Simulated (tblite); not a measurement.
Parent: `[CH2:1]=[CH:2][CH2:3][C@@H:4]([C:5]#[N:6])[O:7][SiH3:8]` with C1–C2–C3–C4 -116°, C2–C3–C4–C5 170°, C3–C4–O7–Si8 153°, C5H9NOSi.

Structures optimised with GFN2-xTB, isolated species. One conformer each, not checked by frequencies here.

| coordinate of the parent | value |
| --- | --- |
| C1=C2 | 1.319 Å |
| C2–C3 | 1.496 Å |
| C3–C4 | 1.543 Å |
| C4–C5 | 1.453 Å |
| C5≡N6 | 1.143 Å |
| C4–O7 | 1.397 Å |
| O7–Si8 | 1.625 Å |
| C1–C2–C3 | 124.0° |
| C2–C3–C4 | 110.2° |
| C3–C4–C5 | 109.5° |
| C3–C4–O7 | 109.7° |
| C5–C4–O7 | 110.5° |
| C4–C5–N6 | 179.1° |
| C4–O7–Si8 | 129.3° |

How does the shared frame change in `[CH2:1]=[CH:2][CH2:3][C@H:4]([C:5]#[N:6])[O:7][SiH2:8][SiH3:9]` with C1–C2–C3–C4 117°, C2–C3–C4–C5 -168°, C3–C4–O7–Si8 -145°, C4–O7–Si8–Si9 176°, C5H11NOSi2? Atoms pair as C1 = C1, C2 = C2, C3 = C3, C4 = C4, C5 = C5, N6 = N6, O7 = O7, Si8 = Si8 (parent first).

```csv
parent,relative,value in the relative,change
C1=C2,C1=C2,1.319 Å,0.000
C2–C3,C2–C3,1.496 Å,0.000
C3–C4,C3–C4,1.542 Å,-0.001
C4–C5,C4–C5,1.452 Å,-0.001
C5≡N6,C5≡N6,1.143 Å,0.000
C4–O7,C4–O7,1.398 Å,+0.001
O7–Si8,O7–Si8,1.631 Å,+0.006
C1–C2–C3,C1–C2–C3,124.1°,+0.1
C2–C3–C4,C2–C3–C4,110.1°,-0.1
C3–C4–C5,C3–C4–C5,109.7°,+0.2
C3–C4–O7,C3–C4–O7,109.8°,+0.1
C5–C4–O7,C5–C4–O7,109.9°,-0.6
C4–C5–N6,C4–C5–N6,178.6°,-0.5
C4–O7–Si8,C4–O7–Si8,128.2°,-1.1
```

Of the parent's bonds, O7–Si8 changes most (+0.006 Å). Bonds of the relative outside the shared frame: Si8–Si9 2.294 Å. Point group C1 → C1.

How does the shared frame change in `[CH2:1]=[CH:2][CH:3]([CH:4]=[CH2:5])[C@@H:6]([C:7]#[N:8])[O:9][SiH3:10]` with C1–C2–C3–C4 125°, C2–C3–C4–C5 -125°, C2–C3–C6–C7 -60°, C3–C6–O9–Si10 71°, C7H11NOSi? Atoms pair as C1 = C5, C2 = C4, C3 = C3, C4 = C6, C5 = C7, N6 = N8, O7 = O9, Si8 = Si10 (parent first).

| parent | relative | value in the relative | change |
| --- | --- | --- | --- |
| C1=C2 | C5=C4 | 1.319 Å | 0.000 |
| C2–C3 | C4–C3 | 1.501 Å | +0.005 |
| C3–C4 | C3–C6 | 1.555 Å | +0.012 |
| C4–C5 | C6–C7 | 1.454 Å | +0.001 |
| C5≡N6 | C7≡N8 | 1.143 Å | 0.000 |
| C4–O7 | C6–O9 | 1.392 Å | -0.005 |
| O7–Si8 | O9–Si10 | 1.622 Å | -0.003 |
| C1–C2–C3 | C5–C4–C3 | 123.8° | -0.2 |
| C2–C3–C4 | C4–C3–C6 | 109.8° | -0.4 |
| C3–C4–C5 | C3–C6–C7 | 110.0° | +0.5 |
| C3–C4–O7 | C3–C6–O9 | 112.0° | +2.3 |
| C5–C4–O7 | C7–C6–O9 | 108.7° | -1.8 |
| C4–C5–N6 | C6–C7–N8 | 179.7° | +0.6 |
| C4–O7–Si8 | C6–O9–Si10 | 129.9° | +0.6 |

Of the parent's bonds, C3–C4 changes most (+0.012 Å). Bonds of the relative outside the shared frame: C1=C2 1.319, C2–C3 1.501 Å. Point group C1 → C1.

All values are computed, not measured.
